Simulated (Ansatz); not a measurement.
`[SiH3]/C=C(\[SiH3])Cl` → `ClC1C[SiH2][SiH2]1`  (isomerisation)

Calculated with Ansatz (gas phase, PBE0-D4/def2-TZVP geometries, no zero-point term in ΔE). CCSD(T)/CBS adds triple-zeta CCSD(T) − MP2 to the extrapolated MP2 energy (def2 sets, frozen cores). DFT in def2-TZVPP. B3LYP here is the variant with VWN-RPA as its local correlation; programs differ in this.

CCSD(T)/CBS gives -7.1 kcal/mol.

Task: Another level gave -2.7 kcal/mol. Which?
A. PBE0-D4/def2-TZVPP
B. CCSD(T)/def2-TZVPP
C. r2SCAN/def2-TZVPP
D. B3LYP/def2-TZVPP

Result: D. B3LYP -2.7, CCSD(T)/def2-TZVPP -6.4, r2SCAN -7.7, PBE0-D4 -11.7 kcal/mol.

Largest T1 diagnostic among the species: 0.012.

From PBE to PBE0 (25 % exact exchange), in def2-TZVPP and without D4, ΔE moves by −1.9 kcal/mol. The D4 term adds −0.9 kcal/mol with B3LYP and −0.4 kcal/mol with PBE0; it sums over pairs of atoms, weighted by their polarisabilities, and B3LYP, whose exchange is more repulsive, gets the larger term. In def2-TZVPP, CCSD(T) changes the Hartree–Fock value by −6.6 kcal/mol (the triples alone add −0.1 kcal/mol) and MP2 by −7.9 kcal/mol.
